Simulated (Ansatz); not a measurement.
Species: sum formula GeBrCl2, net charge 0, doublet state. It need not be the lowest isomer of its formula. 
Structure (B3LYP-D3(BJ)/def2-TZVP (Ansatz, a first-principles code) minimum search):
```xyz
4

Cl    -1.8241    -1.3629    -0.2449
Ge    -0.4085     0.1001     0.5250
Cl    -0.9865     2.0524    -0.2439
Br     1.7387    -0.4264    -0.2426
```
Charge 0, spin multiplicity 2.

Total electronic energies in hartree. Correlated levels leave the core frozen unless marked. UHF or UKS for open shells. Spin-orbit coupling is left out. The frozen core is the preceding noble-gas configuration, with the filled d and f shells of earlier blocks. Non-relativistic. CBS marks a two-point X^-3 extrapolation of the correlation energy; Hartree-Fock from the larger set. The bracket is a focal-point correction in the basis named.

| level | program | energy (Eh) |
|---|---|---|
| RI-HF/def2-TZVPPD | Ansatz | -5566.92593 |
| SVWN5/def2-TZVPD | Ansatz | -5562.05530 |
| PBE/def2-TZVPD | Ansatz | -5570.62459 |
| BLYP/def2-TZVPD | Ansatz | -5571.77763 |
| B3LYP-D4/def2-TZVPD | Ansatz + dftd4 | -5571.80518 |
| PBE0/def2-SVP | Ansatz | -5569.93877 |
| PBE0-D3(BJ)/def2-TZVPD | Ansatz + dftd3 | -5570.84020 |
| r2SCAN0/def2-TZVPD | Ansatz | -5571.58499 |
| HSE06/def2-TZVPD | Ansatz | -5570.82535 |
| B2PLYP/def2-TZVPD | Ansatz | -5570.60551 |
| MP2/6-31G | Ansatz | -5566.25392 |
| MP2/def2-SVPD | Ansatz | -5566.52863 |
| MP2/def2-TZVPP | Ansatz | -5567.54707 |
| RI-MP2/def2-TZVPPD | Ansatz | -5567.55254 |
| SCS-MP2/STO-3G | Ansatz | -5505.75292 |
| SCS-MP2/def2-QZVPP | Ansatz | -5567.71953 |
| CCSD/def2-QZVPP | Ansatz | -5567.77074 |
| CCSD/def2-QZVPPD | Ansatz | -5567.77163 |
| CCSD/CBS(def2-TZVPPD,def2-QZVPPD) | Ansatz | -5567.8132 |
| CCSD(T)/6-31G* | Ansatz | -5566.74989 |
| RI-MP2/CBS(def2-TZVPPD,def2-QZVPPD)+[CCSD(T)-MP2]/def2-SVPD | Ansatz | -5567.8274 |
| RI-MP2/CBS(def2-TZVPP,def2-QZVPP)+[CCSD(T)-MP2]/def2-TZVPP | Ansatz | -5567.8519 |
| CCSD(T)/CBS(def2-TZVPPD,def2-QZVPPD) | Ansatz | -5567.8537 |

Totals of different functionals don't rank their quality; only differences between species are comparable.
